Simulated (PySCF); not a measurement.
## Two-component Hartree-Fock for I (iodine, neutral)

Start: [Kr] 4d10 5s1 5p6; 5s1/2 filled at m_j = +1/2. Calculated with PySCF 2.14 in x2c-TZVPall-2c with one added diffuse shell each of s, p, d, f type (9s10p6d3f, 90 functions): generalised Hartree-Fock with the X2C-1e Hamiltonian and a Gaussian nucleus; one run each with spin-orbit coupling (SO) switched off, then screened by Boettger's factors. This is a chosen level, not necessarily the ground level.

| spinor shell | electrons | ε, spin-free (eV) | ε, screened SO (eV) | weight of nominal j (screened SO) | rms radius, screened SO (bohr) |
| --- | --- | --- | --- | --- | --- |
| 1s1/2 | 2 | -33336.0 | -33332.3 | 1.000 | 0.0311 |
| 2s1/2 | 2 | -5251.9 | -5250.8 | 1.000 | 0.127 |
| 2p1/2 | 2 | -4706.9 | -4914.7 | 1.000 | 0.109 |
| 2p3/2 | 4 | -4706.9 | -4613.3 | 1.000 | 0.115 |
| 3s1/2 | 2 | -1104.2 | -1103.9 | 1.000 | 0.334 |
| 3p1/2 | 2 | -923.48 | -963.69 | 1.000 | 0.327 |
| 3p3/2 | 4 | -923.48 | -905.20 | 1.000 | 0.338 |
| 3d3/2 | 4 | -653.14 | -660.20 | 1.000 | 0.311 |
| 3d5/2 | 6 | -653.14 | -648.14 | 1.000 | 0.314 |
| 4s1/2 | 2 | -212.83 | -212.75 | 1.000 | 0.788 |
| 4p1/2 | 2 | -153.79 | -161.69 | 1.000 | 0.826 |
| 4d3/2 | 4 | -64.559 | -65.640 | 0.993 | 0.985 |
| 4d5/2 | 6 | -64.559 | -63.761 | 0.995 | 0.996 |
| 5s1/2 | 1 | -26.669 | -26.655 | 1.000 | 2.10 |
| 5p1/2 | 2 | -11.052 | -12.834 | 0.679 | 2.52 |
| 5p3/2 | 4 | -11.052 | -10.198 | 0.839 | 2.74 |

Task: Where does 4p3/2 lie, and what is the 4p spin-orbit splitting (screened SO)?

Result: At -150.17 eV, 11.514 eV above 4p1/2.

```csv
quantity,spin-free,screened SO
E (hartree),-7111.18917,-7113.32501
M_J,1/2,1/2
⟨J²⟩,0.782,0.782
⟨L²⟩,0.000,0.033
⟨S²⟩,0.782,0.814
```

Each row is a mean over spinors that exchange with the open shell spreads, by up to 2.807 eV (5p3/2).

Rows whose weight is well below 1 are mixtures of j = l ± 1/2: exchange outweighs spin-orbit coupling there, and the label is only the starting occupation.

Breit and QED terms are absent; they matter most for the inner s and p1/2 levels.

Densities and radii are taken from the X2C orbitals without a picture-change correction, which distorts them close to the nucleus.

Without spin-orbit coupling the j labels of p, d and f shells carry no meaning; the spin-free column gives the mean over the occupied spinors of each nl shell, and its ⟨J²⟩ belongs to a mixture of degenerate components.
